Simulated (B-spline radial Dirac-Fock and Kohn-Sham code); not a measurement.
# Relativistic shifts of the levels of K⁺

System: the K⁺ ion, configuration [Ne] 3s2 3p6.

Both columns are ΔSCF binding energies of the configuration average from a B-spline atomic structure program: non-relativistic Hartree-Fock with a point nucleus, and Dirac-Fock with a finite nucleus and the Coulomb interaction alone, averaged over the two j levels with weights 2j+1.

```tsv
shell	Hartree-Fock (eV)	Dirac-Fock (eV)	shift (eV)	shift (%)
1s	3607.9	3625.2	+17.30	+0.48
2s	390.4	393.4	+3.06	+0.78
2p	308.4	308.6	+0.13	+0.04
3s	52.07	52.42	+0.35	+0.67
3p	30.64	30.62	-0.02	-0.05
```

Relativity binds 1s, 2s, 2p, 3s more strongly, among those listed most of all 2s in relative terms, and 3p more weakly.

Values without a named source are computed, but for edge energies of neutral atoms, which are taken from tables.
